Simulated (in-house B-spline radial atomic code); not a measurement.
Response and correlation along the 10-electron series, closed shell [He] 2s2 2p6; the second-order energy is extrapolated in partial waves. Computed with a B-spline radial code for spherical atoms: relativistic RPA and second-order many-body perturbation theory on Dirac-Hartree-Fock.

```
  ion   Z  dipole polarisability (bohr³)  quadrupole polarisability (bohr⁵)  ratio of RPA to uncoupled dipole  second order correlation energy (Eh)  C6 of two such ions (Eh bohr⁶)
 I43+  53                     0.00020527                         4.0102e-06                            1.0045                              -0.42939                      5.8415e-06
Xe44+  54                     0.00018854                         3.5234e-06                            1.0044                              -0.43022                      5.1404e-06
Cs45+  55                              ?                                  ?                                 ?                                     ?                               ?
Ba46+  56                      0.0001598                         2.7385e-06                            1.0042                              -0.43193                      4.0073e-06
La47+  57                     0.00014743                         2.4221e-06                            1.0041                              -0.43281                      3.5494e-06
Ce48+  58                      0.0001362                         2.1466e-06                             1.004                               -0.4337                      3.1502e-06
Pr49+  59                       0.000126                         1.9061e-06                             1.004                              -0.43462                      2.8012e-06
Nd50+  60                      0.0001167                         1.6957e-06                            1.0039                              -0.43556                      2.4955e-06
Pm51+  61                     0.00010822                         1.5113e-06                            1.0039                              -0.43652                      2.2271e-06
Sm52+  62                     0.00010048                         1.3492e-06                            1.0038                               -0.4375                       1.991e-06
Eu53+  63                     9.3391e-05                         1.2066e-06                            1.0038                              -0.43852                      1.7828e-06
Gd54+  64                              ?                                  ?                                 ?                                     ?                               ?
Tb55+  65                              ?                                  ?                                 ?                                     ?                               ?
Dy56+  66                     7.5469e-05                         8.7104e-07                            1.0036                              -0.44169                       1.292e-06
Ho57+  67                     7.0435e-05                         7.8368e-07                            1.0036                              -0.44281                      1.1639e-06
Er58+  68                     6.5798e-05                         7.0607e-07                            1.0036                              -0.44395                        1.05e-06
```

(1) Fill in the row of Cs45+.

(2) Fill in the row of Gd54+.

(3) Fill in the row of Tb55+.

(4) How fast does the dipole polarisability fall along the series?

Results:

(1) dipole polarisability (bohr³): 0.00017345; quadrupole polarisability (bohr⁵): 3.1029e-06; ratio of RPA to uncoupled dipole: 1.0043; second order correlation energy (Eh): -0.43108; C6 of two such ions (Eh bohr⁶): 4.5337e-06.

(2) dipole polarisability (bohr³): 8.6898e-05; quadrupole polarisability (bohr⁵): 1.0807e-06; ratio of RPA to uncoupled dipole: 1.0037; second order correlation energy (Eh): -0.43955; C6 of two such ions (Eh bohr⁶): 1.599e-06.

(3) dipole polarisability (bohr³): 8.0941e-05; quadrupole polarisability (bohr⁵): 9.6951e-07; ratio of RPA to uncoupled dipole: 1.0037; second order correlation energy (Eh): -0.44061; C6 of two such ions (Eh bohr⁶): 1.4363e-06.

(4) From 0.0002053 to 6.58e-05 bohr³; a fit of its logarithm against log Z from Z = 53 to 68 has slope -4.56.
